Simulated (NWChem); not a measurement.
# silicon monosulfide (SiS, singlet); SMILES [Si]=S

```xyz
2

Si     0.0000     0.0000     1.0365
S      0.0000     0.0000    -0.9032
```
Atoms are numbered in this order, from 1.

Low-valent species are run as closed-shell singlets; no triplet was tried in these runs. Geometry: optimised at PBE0/def2-SVP.

**Question.** List the 4 lowest vertical singlet excitations from PBE/def2-SVP, TDA (NWChem).

**Answer.** 
| state | energy (eV) | oscillator strength | leading excitation (squared amplitude) |
|---|---|---|---|
| S1 | 4.13 | 0.000 | HOMO−2 → LUMO (0.49) |
| S2 | 4.41 | 0.000 | HOMO−2 → LUMO+1 (0.48) |
| S3 | 4.41 | 0.000 | HOMO−2 → LUMO (0.48) |
| S4 | 4.55 | 0.030 | HOMO → LUMO (0.97) |
